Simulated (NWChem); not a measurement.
# Atomisation of C₂H₂F

```
C
C 1 1.3179
F 2 1.2982 1 130.66
H 1 1.0905 2 120.02 3 180.00
H 1 1.0970 4 119.30 2 180.00
```
Charge 0, spin multiplicity 2.

The numbers come from NWChem runs, not from measurements. The geometry was optimised at UPBE0/def2-SVP, a minimum by its harmonic frequencies.

Basis set: def2-TZVP. The atomisation energy is electronic alone: no zero-point, thermal, spin-orbit or counterpoise terms. No value is extrapolated to the basis-set limit. Free atoms are single determinants with multiplicities C 3, F 2, H 2. Correlated methods freeze the same cores in atoms and molecule, 3 orbitals in all.

Relative cost: rough, from shared machines, SCF included, LDA (SVWN5) = 1. Costs are the molecule's.

B3LYP has NWChem's definition, with VWN1-RPA local correlation. The structure started from a generated list of species. The unpaired electrons of the parent sit in orbitals of symmetry a' (Cs labels of the run); other states weren't searched. The stability of the SCF solutions was not checked. Open-shell Hartree-Fock references start from PBE0 orbitals; any time given for them includes that run.

| method | atomisation energy (kcal/mol) | relative cost | remark |
|---|---|---|---|
| LDA (SVWN5) | 538.1 | 1 | - |
| BLYP | 458.6 | under 3 | - |
| PBE | 475.8 | under 3 | - |
| PBE0 | (withheld) | under 3 | - |
| B3LYP | (withheld) | under 3 | - |
| TPSS | 461.8 | under 3 | - |
| M06-2X | (withheld) | under 3 | - |
| HF | 325.1 | 3 | spin-contaminated |
| MP2 | (withheld) | 4 | spin-contaminated |

### Question
What belongs in the gaps?

### Answer

- PBE0, atomisation energy (kcal/mol): 460.1
- B3LYP, atomisation energy (kcal/mol): 454.4
- M06-2X, atomisation energy (kcal/mol): 455.4
- MP2, atomisation energy (kcal/mol): 443.2
